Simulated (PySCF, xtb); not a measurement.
1,1-difluoroethane (C₂H₄F₂), SMILES CC(F)F.

GFN2-xTB in xtb 6.7.1 at its own geometry gives an orbital gap of 13.59 eV and a dipole moment of 2.90 D.

Geometry: PBE0-D3(BJ)/def2-SVP.

**Question.** What does PBE/def2-TZVPD (PySCF) give? (An estimate is asked for; the answer gives what the named calculation found.)

**Answer.** gap 7.70 eV (levels -7.91 and -0.21 eV), dipole 2.06 D.
